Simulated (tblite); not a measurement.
erbium atom (Er), triplet (GFN-xTB shapes and energies of metal compounds can be far from the true ones) (GFN-xTB holds the 4f electrons in the core, so unpaired electrons go into valence orbitals and the state isn't the physical one); GFN1-xTB (tblite).

tblite was given this input:
```
$ tblite run mol.xyz --method gfn1 --charge 0 --spin 2 --spin-polarized --json tblite.json --no-restart

# file mol.xyz
1

Er     0.00000000     0.00000000     0.00000000
```

Task: What does tblite print? Leave out banner, timings and long lists.

Result: 
```
ERROR STOP

Error termination. Backtrace:
-> Total number of electrons (3) and number unpaired electrons (2) is not compatible
xTB calculator
 | screened Coulomb repulsion
 | Coulomb electrostatics
 |  * isotropic Klopman-Ohno-Mataga-Nishimoto electrostatics
 |  * onsite third-order electrostatics
 | DFT-D3(BJ) dispersion correction
 | Interactions (1)
 | [1] spin polarization

[Fatal] Singlepoint calculation failed
```

The program refused the input.
